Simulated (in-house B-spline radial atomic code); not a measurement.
## Ionising the oxygen ion O²⁺ with different functionals

Computed with a radial B-spline atomic code at the basis-set limit: non-relativistic Hamiltonian, point nucleus, spin-polarised at highest spin, spherical fractional occupations for the functionals, the average over the highest-spin determinants for Hartree-Fock. The ionisation energy is the difference of two self-consistent energies, [He] 2s2 2p2 → [He] 2s2 2p1, without Breit or QED terms; ε is the level of the shell that loses the electron (its least bound occupied spin orbital).

Hybrids are left out here: with spherical fractional occupations of an open shell their exact exchange keeps a self-interaction that integer-occupation calculations don't have.

```
           method          rung  ΔSCF (eV)  -ε(2p) (eV)
     Hartree-Fock  Hartree-Fock      54.62        55.69
         LDA VWN5           LDA      55.57        45.16
         LDA PW92           LDA      55.56        45.14
LDA exchange-only           LDA      54.21        43.89
              PBE           GGA      55.50        45.09
           PBEsol           GGA      55.37        44.98
             BLYP           GGA      55.52        45.03
             RPBE           GGA      55.44        45.05
             PW91           GGA          ?            ?
             BP86           GGA      55.53        45.12
             AM05           GGA      55.35        44.97
             OLYP           GGA      55.59        45.20
             TPSS      meta-GGA      55.62        45.29
             SCAN      meta-GGA      55.94        45.80
           r2SCAN      meta-GGA          ?            ?
            M06-L      meta-GGA      55.73        45.58
          revTPSS      meta-GGA      55.47        45.16
```

Problem. What does PW91 give?

Solution. ΔSCF 55.64 eV, and -ε(2p) = 45.22 eV.

Problem. What does r2SCAN give?

Solution. ΔSCF 55.90 eV, and -ε(2p) = 45.76 eV.

Problem. How do they compare with the NIST value?

Solution. NIST lists 54.936 eV (semi-empirical, ground level to ground level). Errors run from -0.73 to +1.00 eV; Hartree-Fock is closest (-0.32 eV), but part of that can be cancellation, since the calculations leave out relativity, Breit-QED terms, multiplet and fine-structure energies. Hartree-Fock also lacks correlation.
